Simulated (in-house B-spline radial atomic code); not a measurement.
A radial electron density 4πr²n(r) was computed for an atom or ion in its tabulated ground configuration with a B-spline radial code for spherical atoms; method: non-relativistic SCAN, spin-polarised, spherical fractional occupations. Columns: r (bohr), 4πr²n(r) (electrons per bohr), bar.

```
 0.00996   0.1426 #
  0.0117   0.1928 #
  0.0136   0.2546 ##
  0.0159   0.3385 ##
  0.0186   0.4485 ###
  0.0218   0.5929 ####
  0.0255   0.7762 #####
  0.0298    1.007 #######
  0.0348    1.293 #########
  0.0407    1.649 ############
  0.0476    2.077 ###############
  0.0557    2.583 ##################
  0.0651    3.155 ######################
  0.0762    3.789 ###########################
  0.0891    4.447 ###############################
   0.104    5.081 ####################################
   0.122    5.658 ########################################
   0.142    6.065 ###########################################
   0.167    6.268 ############################################
   0.195    6.177 ###########################################
   0.228    5.776 #########################################
   0.266    5.097 ####################################
   0.311    4.205 ##############################
   0.364    3.235 #######################
   0.426    2.358 #################
   0.498    1.727 ############
   0.582    1.417 ##########
   0.681    1.418 ##########
   0.796    1.633 ###########
   0.931    1.906 #############
    1.09    2.081 ###############
    1.27    2.053 ##############
    1.49    1.798 #############
    1.74    1.392 ##########
    2.03   0.9429 #######
    2.38    0.539 ####
    2.78   0.2631 ##
    3.25   0.1058 #
     3.8  0.03436 
    4.45 0.008715 
     5.2 0.001744
```

Problem. Which atom or ion is it?
A. C+
B. B+
C. C2+
D. Be+

Solution. A. The area under the curve, ∫4πr²n dr = ∫r·4πr²n d(ln r) on this logarithmic grid, is 5 electrons, which only this option has. The configuration is [He] 2s2 2p1.
